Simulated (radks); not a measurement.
Question: The arsenic ion As4+, [Ar] 3d10 4s1. Calculated with a radial shooting solver on a logarithmic mesh with Libxc functionals: non-relativistic Kohn-Sham, exchange-only B88, spin-polarised, spherical densities, point nucleus. Every spin shell is full or empty, so the densities are truly spherical. Functionals are evaluated on that one density, not self-consistently. Rank these exchange functionals by their error against the exact value of the orbitals, and give that value: LDA, B88, PBEsol, PW86, OPTX, SOGGA, B86b, TPSS, MS2, Tao-Mo, MVS.

Answer: Exact: -80.1703 hartree. From best to worst, with 100 (|E| - |E exact|)/|E exact| (equal figures are ties): TPSS +0.03, MVS +0.08, B88 +0.16, B86b +0.16, PW86 +0.17, MS2 -0.34, Tao-Mo -0.56, OPTX +0.92, PBEsol -2.53, SOGGA -2.55, LDA -5.70.
